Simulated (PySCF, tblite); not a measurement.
**Question.** What does the GFN2-xTB structure of InChI=1S/C4H11FSi/c1-6(2,3)4-5/h4H2,1-3H3 look like in three dimensions?

**Answer.** 
```xyz
17
C4H11FSi angstrom
C     -0.974    0.663   -1.512
Si     0.044    0.003   -0.043
C      1.133    1.377    0.702
C      1.087   -1.510   -0.551
C     -1.189   -0.589    1.322
F     -1.987    0.462    1.738
H     -0.329    1.071   -2.285
H     -1.577   -0.119   -1.965
H     -1.647    1.454   -1.193
H      1.745    1.005    1.519
H      0.523    2.187    1.091
H      1.803    1.798   -0.043
H      0.464   -2.327   -0.902
H      1.771   -1.254   -1.354
H      1.681   -1.884    0.277
H     -0.685   -0.958    2.219
H     -1.871   -1.367    0.970
```

Orientation and origin are arbitrary. Atoms count from 1 in this order. Si2 (four-coordinate silicon) is tetrahedral (angles from 107.1° to 111.3°). The 4 C–Si bonds span 1.905 Å (C1–Si2, drawn single) to 1.933 Å (Si2–C5, drawn single), a spread of 0.028 Å.

Bonds between heavy atoms (Å): C1–Si2 1.905, Si2–C3 1.905, Si2–C4 1.906, Si2–C5 1.933, C5–F6 1.384.

The geometry is computed with GFN2-xTB (gas phase).

Point group: near Cs, missed by 0.09 Å at most; the miss may be what the optimiser left on a soft mode. Its GFN2-xTB frequencies are all real (lowest 49 cm⁻¹).
